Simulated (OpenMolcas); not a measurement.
**Au3+: effect of the metal basis**

Au3+ with its 6 nearest fluoride ions at 2.082 Å, on the Ga site of K2NaGaF6 (a = 8.246 Å, distance in the model lattice 1.938 Å). The rest of the host is ab initio model potentials to 7.6 Å and point charges beyond; the distance is set by hand and nothing relaxes.

```
Program             : OpenMolcas
Method              : SS-CASPT2, IPEA 0.25 Eh, imaginary shift 0.1 Eh (closed shells correlated: 5s 5p and the ligand valence shells)
Spin-orbit coupling : state interaction with AMFI integrals over the reference wave functions
```

Fixed: ligand basis ANO-RCC-VDZP, active space 8 electrons in 5 orbitals (5d), DKH2 Hamiltonian.

States (labels of O, the rotations of Oh). Energies in cm-1 above the lowest state or level, χT in cm3 K/mol.

```tsv
Run	Metal basis	Ground state	First state of that spin	First gap with spin-orbit (degeneracies)	χT at 300 K	First state of another spin	Cost
A	ANO-RCC-VDZP	3A2	3T2 26090	5660 (3, 2)	1.442	1E 6040	roughly 110 core-seconds
B	ANO-RCC-VTZP	3A2	3T2 25200	5230 (3, 2)	1.458	1E 5570	roughly 2.9 core-minutes
```

Against A, the first state of the same spin changes by -3.4 % in B.

Costs are those of the CASPT2 steps.

Roots that are degenerate in the reference are averaged as groups; the widest CASPT2 spread within a group is 270 cm-1 (the 3-fold group of multiplicity 1 near 30100 cm-1 above the lowest state of its run, B). Shifts and gaps below about the spread of the groups concerned are not significant. Over all roots computed the reference weight is 0.69 to 0.72 in A, 0.69 to 0.71 in B; a low but even weight reflects the number of correlated electrons. Real 4d8 and 5d8 ions are as a rule square planar and diamagnetic. Ligand-to-metal charge-transfer states are missing. With no ligand orbital active B as a rule stays too high, so bands that hang on it stand too high and its fall with covalency is understated. With one d shell and no ligand orbital active, 10Dq can be off by a tenth or more. The least metal-like active orbital is 75 % on the metal (Löwdin) and no ligand orbital is active, so the numbers are rough (holds for A). The least metal-like active orbital is 76 % on the metal (Löwdin) and no ligand orbital is active, so the numbers are rough (holds for B). No measured value stands beside these numbers; the geometry was set by hand and not optimised.
